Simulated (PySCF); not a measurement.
The dipole of `C/C=C(\C)[C@H](C#C)CF` from its density and from atomic charges.

Coordinates (GFN2-xTB, Å) and charges (e) from the PBE0/pcSseg-1 density (PySCF):

```
atom       x       y       z  Mulliken      IAO  Hirshfeld  ESP-fitted
  C1  -2.609  -1.143   1.544   -0.3874  -0.2492    -0.1160     -0.4346
  C2  -1.875  -0.344   1.039   +0.3384  -0.0261    -0.0365     +0.0536
  C3  -0.998   0.611   0.384   -0.3114  -0.1401    -0.0212     -0.2108
  C4  -1.649   1.132  -0.907   +0.2765  +0.0545    +0.0288     +0.2181
  F5  -2.710   1.953  -0.617   -0.3347  -0.3239    -0.1209     -0.2554
  C6   0.347  -0.012   0.064   -0.3216  +0.0039    +0.0079     +0.0725
  C7   0.300  -1.276  -0.746   -0.1538  -0.4348    -0.1204     -0.5199
  C8   1.468   0.575   0.465   -0.1608  -0.1534    -0.0479     -0.0924
  C9   2.860   0.112   0.188   -0.1997  -0.4262    -0.1155     -0.2799
 H10  -3.250  -1.832   2.007   +0.0398  +0.2006    +0.0910     +0.3008
 H11  -0.859   1.468   1.053   +0.1451  +0.1699    +0.0554     +0.1596
 H12  -0.933   1.731  -1.481   +0.1072  +0.1406    +0.0424     +0.0359
 H13  -2.039   0.314  -1.521   +0.1047  +0.1425    +0.0441     +0.0715
 H14  -0.688  -1.725  -0.694   +0.1358  +0.1537    +0.0378     +0.1674
 H15   1.022  -2.002  -0.380   +0.1396  +0.1528    +0.0474     +0.1778
 H16   0.533  -1.069  -1.791   +0.1299  +0.1496    +0.0440     +0.1492
 H17   1.408   1.492   1.038   +0.0833  +0.1363    +0.0411     +0.0908
 H18   2.886  -0.907  -0.185   +0.1128  +0.1434    +0.0445     +0.0930
 H19   3.323   0.760  -0.557   +0.1300  +0.1535    +0.0471     +0.1025
 H20   3.461   0.172   1.095   +0.1262  +0.1525    +0.0477     +0.1003
```

Problem. Compute μ = Σ q r for each scheme (1 e·Å = 4.803 D) and compare with the dipole of the full density.

Solution. The full density gives (2.11, -0.98, -0.70) D, 2.43 D in size; dipole vectors point from the negative to the positive end.

```
    scheme    μx     μy     μz  size (D)  share of the full size (%)  angle to the full dipole (°)
  Mulliken  4.97  -1.30  -3.66      6.31                         260                            21
       IAO  2.92  -1.39  -1.06      3.40                         140                             2
 Hirshfeld  1.53  -0.47  -0.39      1.65                          68                             8
ESP-fitted  2.14  -1.03  -0.72      2.48                         102                             1
```

Problem. Which set comes closest?

Solution. Length of the difference vector: ESP-fitted 0.06 D, Hirshfeld 0.83 D, IAO 0.98 D, Mulliken 4.14 D. Closest: ESP-fitted. 

Problem. What is left for the Hirshfeld atoms' own dipoles?

Solution. The Hirshfeld atoms' densities add up to the full density, so μ = Σ q r + Σ (atomic dipoles). The atomic dipoles sum to (2.11, -0.98, -0.70) − (1.53, -0.47, -0.39) = (0.58, -0.51, -0.31) D, 0.83 D in size.

Problem. With the origin at the mean of the coordinates, (0.000, 0.001, 0.000) Å, which are the largest single terms, by size, of the Hirshfeld dipole along the direction of the full one?

Solution. F5 +1.72, C9 -1.32, C1 +1.25, H10 -1.16, H18 +0.63 D; all 20 atoms together +1.64 D. The single terms depend on the origin, their sum doesn't.

Problem. Give the size of the full dipole in other units.

Solution. 2.43 D = 0.955 au = 0.505 e·Å = 8.10 × 10⁻³⁰ C·m.

Isolated species at its GFN2-xTB geometry (one conformer only).

The values belong to the conformer `[CH:1]#[C:2][C@H:3]([CH2:4][F:5])/[C:6]([CH3:7])=[CH:8]/[CH3:9]`: C2–C3–C4–F5 71°, C2–C3–C6–C7 55°.
